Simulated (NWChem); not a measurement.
System: C7H12O2; SMILES C=C(C)C(=O)OC(C)C

Here is an NWChem input.

```
start job
memory heap 200 mb stack 900 mb global 1100 mb
geometry units angstroms noautoz
  C      1.637139    -1.901689     0.409865
  C      0.341541    -1.863192     0.072474
  C     -0.522267    -3.072291    -0.101715
  C     -0.353911    -0.560873    -0.158958
  O     -1.523068    -0.486837    -0.454598
  O      0.441147     0.503147    -0.009668
  C     -0.137956     1.802933    -0.215178
  C      0.990823     2.709958    -0.654737
  C     -0.828652     2.262145     1.054813
  H      2.215759    -0.983356     0.523117
  H      2.145242    -2.854806     0.581076
  H      0.044181    -3.995105     0.081901
  H     -0.943876    -3.106943    -1.118241
  H     -1.383305    -3.037771     0.583628
  H     -0.888081     1.705216    -1.016306
  H      1.756696     2.790530     0.132127
  H      0.607628     3.718769    -0.867514
  H      1.470474     2.322594    -1.565193
  H     -1.644517     1.575347     1.319883
  H     -0.113364     2.307952     1.890692
  H     -1.259790     3.264553     0.912612
end
basis spherical
  * library 6-31g*
end
dft
  xc b3lyp
  iterations 150
  mulliken
end
task dft energy
```

Excerpt of the output:

```
             Northwest Computational Chemistry Package (NWChem) 7.3.0
             --------------------------------------------------------

 C1  symmetry detected

                             Geometry "geometry" -> ""
                             -------------------------

 Output coordinates in angstroms (scale by  1.889725989 to convert to a.u.)

  No.       Tag          Charge          X              Y              Z
 ---- ---------------- ---------- -------------- -------------- --------------
    1 C                    6.0000     1.63368060    -1.90497578     0.40598101
    2 C                    6.0000     0.33755795    -1.86501019     0.07078299
    3 C                    6.0000    -0.52816985    -3.07308761    -0.10094580
    4 C                    6.0000    -0.35654200    -0.56194502    -0.16050785
    5 O                    8.0000    -1.52610456    -0.48657668    -0.45420067
    6 O                    8.0000     0.44019850     0.50112587    -0.01344275
    7 C                    6.0000    -0.13751161     1.80152263    -0.21900927
    8 C                    6.0000     0.99172718     2.70667570    -0.66123793
    9 C                    6.0000    -0.82540874     2.26268574     1.05179358
   10 H                    1.0000     2.21372620    -0.98732998     0.51749740
   11 H                    1.0000     2.14079724    -2.85863622     0.57709020
   12 H                    1.0000     0.03735362    -3.99651348     0.08244374
   13 H                    1.0000    -0.95157002    -3.10799256    -1.11671839
   14 H                    1.0000    -1.38798256    -3.03685841     0.58584577
   15 H                    1.0000    -0.88914173     1.70416774    -1.01876948
   16 H                    1.0000     1.75905776     2.78685296     0.12424514
   17 H                    1.0000     0.60952161     3.71582876    -0.87417243
   18 H                    1.0000     1.46929365     2.31793386    -1.57220232
   19 H                    1.0000    -1.64173835     1.57719835     1.31881849
   20 H                    1.0000    -0.10862552     2.30820550     1.88640647
   21 H                    1.0000    -1.25544459     3.26555710     0.90952241

 Effective nuclear repulsion energy (a.u.)     462.9589757665

                                 NWChem DFT Module
                                 -----------------

 Summary of "ao basis" -> "ao basis" (spherical)
 ------------------------------------------------------------------------------
       Tag                 Description            Shells   Functions and Types
 ---------------- ------------------------------  ------  ---------------------
 C                           6-31g*                  6       14   3s2p1d
 O                           6-31g*                  6       14   3s2p1d
 H                           6-31g*                  2        2   2s

            General Information
            -------------------
          SCF calculation type: DFT
          Wavefunction type:  closed shell.
          No. of atoms     :    21
          No. of electrons :    70
           Alpha electrons :    35
            Beta electrons :    35
          Charge           :     0
          Spin multiplicity:     1
          Use of symmetry is: off; symmetry adaption is: off
          Maximum number of iterations: 150
          AO basis - number of functions:   150
                     number of shells:    78
          Convergence on energy requested:  1.00D-06
          Convergence on density requested:  1.00D-05
          Convergence on gradient requested:  5.00D-04

              XC Information
              --------------
                         B3LYP Method XC Potential
                     Hartree-Fock (Exact) Exchange  0.200
                        Slater Exchange Functional  0.800 local
                    Becke 1988 Exchange Functional  0.720 non-local
              Lee-Yang-Parr Correlation Functional  0.810
                  VWN I RPA Correlation Functional  0.190 local

             Grid Information
             ----------------
          Grid used for XC integration:  medium
          Radial quadrature: Mura-Knowles
          Angular quadrature: Lebedev.
          Tag              B.-S. Rad. Rad. Pts. Rad. Cut. Ang. Pts.
          ---              ---------- --------- --------- ---------
          C                   0.70       49          14.0       434
          O                   0.60       49          11.0       434
          H                   0.35       45          14.0       434
          Grid pruning is: on
          Number of quadrature shells:   981
          Spatial weights used:  Erf1

      Superposition of Atomic Density Guess
      -------------------------------------

 Sum of atomic energies:        -419.10927397

      Non-variational initial energy
      ------------------------------

 Total energy =    -424.638127
 1-e energy   =   -1486.371677
 2-e energy   =     598.774573
 HOMO         =      -0.296533
 LUMO         =      -0.029375

     ---------------------------------------------
      Total Density - Mulliken Population Analysis
     ---------------------------------------------

    Atom       Charge   Shell Charges
 -----------   ------   -------------------------------------------------------
    1 C    6     6.46   2.00  0.74  1.94  0.62  1.13  0.03
    2 C    6     5.96   2.00  0.73  1.86  0.48  0.86  0.04
    3 C    6     6.70   2.00  0.72  2.05  0.67  1.24  0.03
    4 C    6     4.82   2.00  0.67  1.44  0.30  0.30  0.11
    5 O    8     8.92   2.00  0.95  3.13  0.96  1.86  0.02
    6 O    8     8.64   2.00  0.92  2.97  0.93  1.80  0.02
    7 C    6     5.78   2.00  0.69  1.71  0.54  0.78  0.07
    8 C    6     6.69   2.00  0.72  2.06  0.67  1.21  0.03
    9 C    6     6.69   2.00  0.72  2.06  0.67  1.21  0.03
   10 H    1     0.78   0.46  0.31
   11 H    1     0.78   0.46  0.32
   12 H    1     0.77   0.47  0.31
   13 H    1     0.76   0.46  0.30
   14 H    1     0.76   0.46  0.30
   15 H    1     0.82   0.49  0.33
   16 H    1     0.78   0.47  0.31
   17 H    1     0.77   0.46  0.31
   18 H    1     0.77   0.47  0.31
   19 H    1     0.77   0.47  0.31
   20 H    1     0.78   0.47  0.31
   21 H    1     0.77   0.46  0.31

   convergence    iter        energy       DeltaE   RMS-Dens  Diis-err
 ---------------- ----- ----------------- --------- --------- ---------
 d= 0,ls=0.0,diis     1   -424.2367842300 -8.87D+02  1.22D-02  1.53D+00
 d= 0,ls=0.0,diis     2   -423.9919247116  2.45D-01  9.01D-03  4.30D+00
 d= 0,ls=0.0,diis     3   -424.3922636104 -4.00D-01  2.66D-03  2.37D-01
 d= 0,ls=0.0,diis     4   -424.4072387640 -1.50D-02  1.09D-03  8.67D-02
 d= 0,ls=0.0,diis     5   -424.4151923436 -7.95D-03  2.67D-04  2.76D-03
  Resetting Diis
 d= 0,ls=0.0,diis     6   -424.4154487704 -2.56D-04  9.00D-05  3.33D-04
 d= 0,ls=0.0,diis     7   -424.4154859099 -3.71D-05  7.89D-05  3.76D-05
 d= 0,ls=0.0,diis     8   -424.4154743785  1.15D-05  5.03D-05  1.25D-04
 d= 0,ls=0.0,diis     9   -424.4154906988 -1.63D-05  4.16D-06  8.34D-07
 d= 0,ls=0.0,diis    10   -424.4154907894 -9.06D-08  7.61D-07  2.68D-08

         Total DFT energy =     -424.415490789416
      One electron energy =    -1493.692905578314
           Coulomb energy =      666.031026232717
    Exchange-Corr. energy =      -59.712587210352
 Nuclear repulsion energy =      462.958975766532

 Numeric. integr. density =       70.000049904411

                       DFT Final Molecular Orbital Analysis
                       ------------------------------------

 Vector   33  Occ=2.000000D+00  E=-2.938368D-01
              MO Center= -4.0D-01,  4.5D-01, -1.2D-01, r^2= 2.7D+00
   Bfn.  Coefficient  Atom+Function         Bfn.  Coefficient  Atom+Function
  ----- ------------  ---------------      ----- ------------  ---------------
    75      0.442380   6 O  pz               61     -0.365907   5 O  pz
    79      0.336774   6 O  pz               65     -0.266518   5 O  pz
    89     -0.160554   7 C  pz              117      0.141079   9 C  pz
   138      0.119782  15 H  s               115     -0.114637   9 C  px
   118     -0.102059   9 C  s               121      0.094211   9 C  pz

 Vector   34  Occ=2.000000D+00  E=-2.670592D-01
              MO Center= -7.8D-01, -6.8D-01, -2.6D-01, r^2= 2.7D+00
   Bfn.  Coefficient  Atom+Function         Bfn.  Coefficient  Atom+Function
  ----- ------------  ---------------      ----- ------------  ---------------
    60      0.540051   5 O  py               64      0.375287   5 O  py
    73      0.182268   6 O  px               20      0.179135   2 C  s
    19     -0.159327   2 C  pz               77      0.146656   6 O  px
    18      0.139397   2 C  py                5     -0.121123   1 C  pz
    74      0.114987   6 O  py               23     -0.108703   2 C  pz

 Vector   35  Occ=2.000000D+00  E=-2.644368D-01
              MO Center=  5.0D-01, -1.6D+00,  1.1D-01, r^2= 3.3D+00
   Bfn.  Coefficient  Atom+Function         Bfn.  Coefficient  Atom+Function
  ----- ------------  ---------------      ----- ------------  ---------------
     5      0.352753   1 C  pz               19      0.312381   2 C  pz
     9      0.257254   1 C  pz               23      0.208547   2 C  pz
    60      0.205464   5 O  py               64      0.142213   5 O  py
    75     -0.138067   6 O  pz               33     -0.120194   3 C  pz
   136     -0.119739  14 H  s                17     -0.118538   2 C  px

 Vector   36  Occ=0.000000D+00  E=-3.413075D-02
              MO Center=  4.1D-01, -1.3D+00,  7.2D-02, r^2= 3.2D+00
   Bfn.  Coefficient  Atom+Function         Bfn.  Coefficient  Atom+Function
  ----- ------------  ---------------      ----- ------------  ---------------
     9      0.467757   1 C  pz                5      0.358068   1 C  pz
    23     -0.344812   2 C  pz               47     -0.319812   4 C  pz
    61      0.276398   5 O  pz               65      0.265297   5 O  pz
    19     -0.260254   2 C  pz               51     -0.249962   4 C  pz
    75      0.160630   6 O  pz              118     -0.152982   9 C  s

 Vector   37  Occ=0.000000D+00  E= 8.822636D-02
              MO Center= -1.2D-01, -8.3D-01, -1.1D-01, r^2= 5.2D+00
   Bfn.  Coefficient  Atom+Function         Bfn.  Coefficient  Atom+Function
  ----- ------------  ---------------      ----- ------------  ---------------
   118      0.567414   9 C  s               134     -0.475436  13 H  s
    51      0.471710   4 C  pz              104      0.444462   8 C  s
    23     -0.428392   2 C  pz               47      0.413422   4 C  pz
   136      0.363383  14 H  s                19     -0.342036   2 C  pz
   138     -0.343681  15 H  s                 9      0.337785   1 C  pz

 Vector   38  Occ=0.000000D+00  E= 9.483196D-02
              MO Center=  7.4D-02,  2.0D+00, -3.5D-02, r^2= 7.8D+00
   Bfn.  Coefficient  Atom+Function         Bfn.  Coefficient  Atom+Function
  ----- ------------  ---------------      ----- ------------  ---------------
   104      1.366293   8 C  s               142     -0.881919  17 H  s
   118      0.854594   9 C  s               150     -0.735888  21 H  s
    90      0.639264   7 C  s               144     -0.622760  18 H  s
   140     -0.556928  16 H  s               138     -0.497699  15 H  s
   146     -0.438056  19 H  s                48     -0.427488   4 C  s

     ---------------------------------------------
      Total Density - Mulliken Population Analysis
     ---------------------------------------------

    Atom       Charge   Shell Charges
 -----------   ------   -------------------------------------------------------
    1 C    6     6.37   2.00  0.69  2.05  0.60  1.00  0.03
    2 C    6     5.88   2.00  0.69  2.06  0.46  0.62  0.04
    3 C    6     6.50   2.00  0.67  2.14  0.63  1.02  0.03
    4 C    6     5.46   2.00  0.70  1.95  0.26  0.42  0.13
    5 O    8     8.44   2.00  0.92  2.88  0.94  1.68  0.03
    6 O    8     8.46   2.00  0.90  2.94  0.96  1.64  0.03
    7 C    6     5.86   2.00  0.68  2.03  0.47  0.61  0.07
    8 C    6     6.45   2.00  0.67  2.13  0.63  0.99  0.03
    9 C    6     6.46   2.00  0.67  2.13  0.63  0.99  0.03
   10 H    1     0.83   0.52  0.31
   11 H    1     0.86   0.53  0.33
   12 H    1     0.85   0.53  0.33
   13 H    1     0.83   0.52  0.31
   14 H    1     0.83   0.52  0.31
   15 H    1     0.84   0.53  0.31
   16 H    1     0.85   0.52  0.32
   17 H    1     0.85   0.52  0.33
   18 H    1     0.84   0.52  0.32
   19 H    1     0.83   0.52  0.31
   20 H    1     0.85   0.52  0.33
   21 H    1     0.85   0.52  0.33

     -------------------------------------------
      Total Density - Lowdin Population Analysis
     -------------------------------------------

    Atom       Charge   Shell Charges
 -----------   ------   -------------------------------------------------------
    1 C    6     6.23   1.99  0.56  1.85  0.44  1.33  0.06
    2 C    6     6.05   1.99  0.53  1.86  0.38  1.20  0.10
    3 C    6     6.35   1.99  0.55  1.92  0.43  1.39  0.07
    4 C    6     5.87   1.98  0.51  1.73  0.35  1.00  0.30
    5 O    8     8.23   1.99  0.85  2.74  0.70  1.88  0.06
    6 O    8     8.14   1.99  0.84  2.79  0.62  1.82  0.07
    7 C    6     6.01   1.99  0.52  1.83  0.38  1.13  0.15
    8 C    6     6.36   1.99  0.56  1.93  0.44  1.39  0.07
    9 C    6     6.37   1.99  0.56  1.93  0.44  1.39  0.07
   10 H    1     0.86   0.49  0.37
   11 H    1     0.87   0.49  0.38
   12 H    1     0.87   0.50  0.37
   13 H    1     0.86   0.49  0.36
   14 H    1     0.86   0.49  0.36
   15 H    1     0.87   0.51  0.36
   16 H    1     0.87   0.50  0.37
   17 H    1     0.87   0.50  0.37
   18 H    1     0.87   0.50  0.37
   19 H    1     0.86   0.49  0.37
   20 H    1     0.87   0.50  0.38
   21 H    1     0.87   0.49  0.37

     Multipole analysis of the density
     ---------------------------------

     L   x y z        total         alpha         beta         nuclear
     -   - - -        -----         -----         ----         -------
     0   0 0 0     -0.000000    -35.000000    -35.000000     70.000000

     1   1 0 0      0.626018      0.313009      0.313009     -0.000000
     1   0 1 0      0.213609      0.106804      0.106804     -0.000000
     1   0 0 1      0.158697      0.079349      0.079349     -0.000000

     2   2 0 0    -42.793094   -150.729113   -150.729113    258.665133
     2   1 1 0     -1.416509     -1.503185     -1.503185      1.589861
     2   1 0 1     -0.609930      1.972742      1.972742     -4.555415
     2   0 2 0    -35.201949   -538.232019   -538.232019   1041.262089
     2   0 1 1     -0.659994     -0.653323     -0.653323      0.646652
     2   0 0 2    -40.827747    -65.137228    -65.137228     89.446708
```

Level: B3LYP/6-31G* (spherical d). Structure relaxed at the PBE0/def2-SVP level. No frequency run checked for a minimum. B3LYP is NWChem's, with the RPA form of VWN correlation.
